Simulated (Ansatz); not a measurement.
Born–Oppenheimer molecular dynamics of ClF$_{2}$GeH (5 atoms, charge 0, multiplicity 1). It starts from a relaxed structure.

Theory: RKS BLYP/def2-SVP in Ansatz.

- ensemble: NVT, Langevin thermostat
- time step: 0.5 fs
- steps asked: 300
- set temperature: 700 K
- friction: 0.001 /fs
- temperature schedule: 75 steps to 700 K, then 225 steps to 1400 K
- seed: 209964

First frame:

```xyz
5
Properties=species:S:1:pos:R:3
Ge -0.026 -0.045 0.046
H 0.007 0.012 1.584
F 1.600 -0.008 -0.590
F -0.806 1.382 -0.590
Cl -1.028 -1.782 -0.758
```

Q: How far do the bonds stretch over the last three quarters of this one trajectory? (Pairs bonded in most of those frames.)

A: 
| bond | mean (Å) | spread (Å) | shortest | longest |
| --- | --- | --- | --- | --- |
| Ge1–H2 | 1.545 | 0.027 | 1.50 | 1.59 |
| Ge1–F3 | 1.749 | 0.015 | 1.72 | 1.77 |
| Ge1–F4 | 1.754 | 0.037 | 1.70 | 1.81 |
| Ge1–Cl5 | 2.173 | 0.012 | 2.15 | 2.20 |

Mean temperature of the second half: 361 K. The schedule's set-point averaged 1167 K over the second half and the system 361 K, so it lags behind the ramp. A run of 0.15 ps of so small a system gives no equilibrium averages.

Run time: 10 min on 1 thread of Arm Neoverse V1, with other jobs on the host, peak memory 0.11 GiB.
